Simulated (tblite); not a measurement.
Here is a computed GFN2-xTB geometry (Å):
```
atom  x, y, z in Å
C1    -2.0040   -1.7421   -0.0952
C2    -2.0266   -0.4319    0.0767
C3    -0.8232    0.4356    0.0349
Si4   -0.5898    1.1976   -1.6816
C5    -0.5256    1.2697    1.2566
C6     0.3238    0.0775    0.9432
C7     1.7691    0.2279    0.5353
C8     2.2467   -0.9778   -0.2672
H9    -1.0793   -2.2725   -0.2538
H10   -2.9005   -2.3383   -0.0817
H11   -2.9688    0.0821    0.2281
H12    0.4302    2.2483   -1.6603
H13   -1.8659    1.7964   -2.0791
H14   -0.2212    0.1492   -2.6347
H15   -1.2058    1.2133    2.0954
H16   -0.0962    2.2515    1.1160
H17    0.1558   -0.7939    1.5702
H18    2.3838    0.3305    1.4349
H19    1.8954    1.1343   -0.0580
H20    3.2845   -0.8543   -0.5672
H21    1.6396   -1.0981   -1.1612
H22    2.1679   -1.8854    0.3279
```

Charge 0, singlet.

Question: Read off the bonds between heavy atoms and their formal orders.

Answer: C1–C2 1.32 Å (double); C2–C3 1.48 Å (single); C3–Si4 1.89 Å (single); C3–C5 1.51 Å (single); C5–C6 1.50 Å (single); C6–C7 1.51 Å (single); C7–C8 1.53 Å (single); C3–C6 1.51 Å (single). Bonds to hydrogen (Å): C1–H9 1.08; C1–H10 1.08; C2–H11 1.08; Si4–H12 1.46; Si4–H13 1.46; Si4–H14 1.46; C5–H15 1.08; C5–H16 1.08; C6–H17 1.09; C7–H18 1.09; C7–H19 1.09; C8–H20 1.09; C8–H21 1.09; C8–H22 1.09.

Question: Give the structure as a SMILES string.

Answer: `C=C[C@@]1([SiH3])C[C@@H]1CC`, C7H14Si. Among its features: C=C double bond, Si–H bond, C–Si bond and cyclopropane ring.

Question: What is the point group of this geometry?

Answer: C1 (no symmetry element, even within 0.4 Å).

Question: Which rings does it hold (smallest set)?

Answer: C3–C5–C6 (3 members).

Question: Classify the heavy atoms.

Answer: C1: terminal =CH2 carbon; C2: alkene CH carbon; C3: sp3 carbon bound to silicon; Si4: SiH3 silicon; C5: three-membered-ring carbon; C6: three-membered-ring carbon; C7: chain CH2 carbon; C8: methyl carbon.

Question: What is the arrangement about Si4?

Answer: It has 4 neighbours (C3, H12, H13, H14) and is tetrahedral (angles from 107.7° to 111.2°).

Question: What is the arrangement about C2?

Answer: It has 3 neighbours (C1, C3, H11) and is planar (angles 124.2°, 120.2° and 115.6°, sum 360.0°, 0.01 Å off the plane of its three neighbours).
